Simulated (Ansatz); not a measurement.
Basis sets compared for [CrO3S]2- (CrSO₃²⁻). The state is a singlet with charge -2. Geometry r2SCAN-D4/def2-SVPD. Ansatz on 4 threads of Arm Neoverse V1 on a shared host; times are rough, and most runs start from earlier orbitals.

Cartesian coordinates in Å:
```
Cr 0.0441 0.0793 -0.0751
O -0.6509 -0.1222 -1.5300
O -0.2670 1.5760 0.4760
O 1.6502 -0.1323 -0.2031
S -0.7764 -1.4008 1.3322
```

A multiply charged anion in the gas phase is held together partly by the finite basis. The restricted singlet is unstable towards broken spin symmetry in Hartree–Fock (as tested in another run); at PBE-D4/def2-SVPD, PBE0-D4/def2-SVPD, PBE0-D4/def2-TZVPD this wasn't settled. At PBE-D4/def2-SVPD, PBE-D4/def2-TZVPD, PBE0-D4/def2-SVPD, PBE0-D4/def2-TZVPD the highest occupied level of the charge -2 singlet lies above zero (up to 4.13 eV). The electron is either unbound and held by the finite basis, or the level is raised by self-interaction error.

```
            level  functions  energy (Eh)  HOMO (eV)  LUMO (eV)  wall time
 PBE-D4/def2-SVPD        130   -1667.4537       4.13       6.27      1.4 s
PBE0-D4/def2-SVPD        130   -1667.3763       3.08       6.91        2 s
```

Task: Estimate the rows for PBE-D4/def2-TZVPD, PBE0-D4/def2-TZVPD (with forces).

Result: 
```
                           level  functions  energy (Eh)  HOMO (eV)  LUMO (eV)  wall time
               PBE-D4/def2-TZVPD        214   -1667.9871       4.10       6.00      2.4 s
PBE0-D4/def2-TZVPD (with forces)        214   -1667.9118       3.10       6.38      5.5 s
```
